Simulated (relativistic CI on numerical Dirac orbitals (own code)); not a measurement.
# Cu⁶⁺: from the plainest model towards the measured levels

Calculated with a relativistic CI code on KLI orbitals (one set per configuration, finite nucleus), adding one ingredient at a time: step 1, Dirac-Coulomb, each configuration alone; step 2, with Breit and QED terms; step 3, with configuration mixing; step 4, with scaled Slater integrals (0.9); step 5, with a P86 correlation estimate; step 6, tied to the ionisation limit. P86 is a density functional for the correlation energy, evaluated here for each configuration and added to its levels. Step 6 is semi-empirical: configurations made of the next ion and one excited electron move by 833 cm⁻¹, so that their limit matches the tabulated ionisation energy, and those with a non-penetrating f or g electron also take the P86 value of the least penetrating other one.

CI space (outside the closed core [Ne]): 3s²3p⁶3d⁵, 3s²3p⁶3d⁴4p, 3s²3p⁵3d⁶, 3s²3p⁶3d⁴4s, 3s3p⁶3d⁶, 3s²3p⁶3d⁴4d, 3s²3p⁶3d⁴5s, 3s²3p⁶3d⁴4f, 3s²3p⁶3d⁴5p, 3s²3p⁶3d⁴5d, 3s²3p⁶3d⁴5f, 3s²3p⁶3d³4s4p, 3s²3p⁵3d⁵4s, 3s²3p⁶3d³4s², 3s²3p⁶3d²4s²4p, 3s²3p⁶3d²4s²4d, 3s²3p⁶3d²4s²5s, 3p⁶3d⁷, 3p⁵3d⁸.

Computed minus measured energy above the ground level, in cm⁻¹, for 18 of the 49 excited levels that pair in every step (one J of a term; a digit in brackets numbers repeated terms):

| Configuration | Term | J | Measured | Step 1 | Step 2 | Step 3 | Step 4 | Step 5 | Step 6 |
| --- | --- | --- | --- | --- | --- | --- | --- | --- | --- |
| 3s²3p⁶3d⁵ | 4G | 11/2 | 46443 | 4758 | 4504 | 4123 | -869 | -871 | -872 |
| 3s²3p⁶3d⁵ | 4P | 5/2 | 50732 | 7664 | 7816 | 6005 | 411 | 412 | 412 |
| 3s²3p⁶3d⁵ | 4D | 7/2 | 55742 | 7755 | 7709 | 5991 | -2 | -1 | -1 |
| 3s²3p⁶3d⁵ | 2I | 11/2 | 67757 | 5098 | 4931 | 5316 | -1983 | -1989 | -1989 |
| 3s²3p⁶3d⁵ | 2D | 3/2 | 72227 | 10400 | 10490 | 7967 | 217 | 217 | 217 |
| 3s²3p⁶3d⁵ | 2F | 7/2 | 74408 | 10285 | 10234 | 7894 | -60 | -61 | -61 |
| 3s²3p⁶3d⁵ | 4F | 9/2 | 75930 | 9642 | 9566 | 8464 | 74 | 76 | 76 |
| 3s²3p⁶3d⁵ | 2H | 9/2 | 80717 | 8752 | 8704 | 7978 | -824 | -826 | -827 |
| 3s²3p⁶3d⁵ | 2G | 7/2 | 82746 | 10042 | 9914 | 8156 | -660 | -661 | -661 |
| 3s²3p⁶3d⁵ | 2S | 1/2 | 95875 | 14430 | 14475 | 10765 | 531 | 534 | 533 |
| 3s²3p⁶3d⁵ | 2P | 3/2 | 143934 | 20357 | 20444 | 16899 | 1136 | 1144 | 1144 |
| 3s²3p⁶3d⁴4p | 6P° | 3/2 | 497624 | -180 | 267 | -2220 | -4276 | 4252 | 5078 |
| 3s²3p⁶3d⁴4p | 4P° | 1/2 | 498775 | 182 | 787 | -1095 | -3778 | 4776 | 5605 |
| 3s²3p⁶3d⁴4p | 6D° | 1/2 | 504338 | 7 | 411 | -1097 | -3885 | 4671 | 5500 |
| 3s²3p⁶3d⁴4p | 4F° | 3/2 | 508524 | 762 | 1230 | 38 | -3398 | 5153 | 5982 |
| 3s²3p⁶3d⁴4p | 4D° | 1/2 | 517847 | 1809 | 2271 | 943 | -3564 | 4993 | 5822 |
| 3s²3p⁶3d⁴4p | 4H° | 7/2 | 528494 | 1510 | 1879 | -161 | -5666 | 2875 | 3702 |
| 3s²3p⁶3d⁴4p | 4I° | 11/2 | 534912 | 1414 | 1561 | 1226 | -4946 | 3605 | 4434 |

Mean absolute errors in cm⁻¹, over all paired levels and for the configurations:

| Configuration, levels | Step 1 | Step 2 | Step 3 | Step 4 | Step 5 | Step 6 |
| --- | --- | --- | --- | --- | --- | --- |
| all, 49 | 6679 | 6754 | 5541 | 1965 | 2068 | 2389 |
| 3s²3p⁶3d⁵, 30 | 10071 | 10023 | 8416 | 587 | 589 | 589 |
| 3s²3p⁶3d⁴4p, 19 | 1323 | 1592 | 1002 | 4142 | 4404 | 5232 |

Measured levels: measured levels as listed in Gamrath, thesis, University of Mons (2023).

Problem. What does each ingredient do to the ground and the excited configurations, and where is the model closest to experiment?

Solution. Terms of the ground configuration are off by 10071 at first, 8416 with mixing and 587 after scaling, which stands in for the correlation that narrows term splittings. Mixing lowers the ground level by 551; relative to it the configurations that move most are 3s²3p⁶3d⁴4p by -1622. The P86 estimate moves 3s²3p⁶3d⁴4p by +8546, and takes the mean absolute error of the excited configurations from 4142 to 4404. Step 6 takes that error from 4404 to 5232. The mean absolute error is lowest at step 4 (1965 cm⁻¹), and the largest single drop is from step 3 to 4 (5541 to 1965).
